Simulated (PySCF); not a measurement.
C3H5ClOSi, SMILES C#CC[Si@@H](O)Cl. Atoms are numbered in the order given.

```xyz
11

C     -2.7966     1.2605     0.5554
C     -2.0043     0.7429    -0.2199
C     -1.0245     0.0975    -1.0762
Si     0.3253    -0.7626    -0.0508
O      1.3505    -1.6614    -1.0176
Cl     1.3799     0.7274     0.9544
H     -3.5029     1.7259     1.2278
H     -0.5406     0.8297    -1.7602
H     -1.4968    -0.6799    -1.7178
H     -0.2611    -1.7208     0.9282
H      1.9376    -1.1582    -1.6085
```
Charge 0, spin multiplicity 1.

Geometry: PBE-D3(BJ)/def2-SVP. The structure was generated by enumeration; whether it is a known compound was not checked. The values are those of a single conformer.

The numbers are results of PBE-D3(BJ)/def2-SVP (PySCF 2.14.0), not measurements.

Frequencies are harmonic and unscaled.

Computed vibrational spectrum:
```csv
mode,ν (cm⁻¹),IR (km/mol),moving atoms (share of kinetic energy)
1,51,0.1,"C 44 %, Cl 23 %, H 17 %, O 11 %"
2,86,0.6,"C 52 %, H 17 %, O 13 %, Cl 12 %"
3,172,35.5,"H 63 %, O 13 %, Cl 11 %"
4,195,2.5,"C 38 %, H 21 %, Cl 19 %, Si 15 %"
5,264,60.1,"O 38 %, H 22 %, Si 21 %, C 17 %"
6,281,48.8,"O 34 %, H 31 %, Si 18 %, Cl 14 %"
7,332,8.9,"C 66 %, H 33 %"
8,424,14.7,"C 73 %, Si 11 %, H 9 %"
9,515,66.9,"Cl 42 %, Si 39 %, C 10 %"
10,622,45.5,"H 77 %, C 22 %"
11,649,27.7,"H 73 %, C 25 %"
12,658,18.2,"H 78 %, C 20 %"
13,691,47.3,"C 36 %, H 32 %, Si 26 %"
14,760,90.9,"H 70 %, O 15 %"
15,825,113.9,"H 73 %, C 17 %, Si 8 %"
16,844,264.1,"H 77 %, Si 12 %, O 10 %"
17,891,45.8,"O 40 %, Si 35 %, H 24 %"
18,966,2.9,"C 67 %, H 33 %"
19,1101,6.2,"H 88 %, C 11 %"
20,1135,31.9,"H 54 %, C 45 %"
21,1350,6.7,"H 90 %, C 10 %"
22,2164,14.7,"C 91 %, H 9 %"
23,2239,82.9,H 96 %
24,2960,8.9,H 95 %
25,3014,0.4,"H 91 %, C 9 %"
26,3410,77.4,"H 86 %, C 14 %"
27,3765,94.1,H 94 %
```
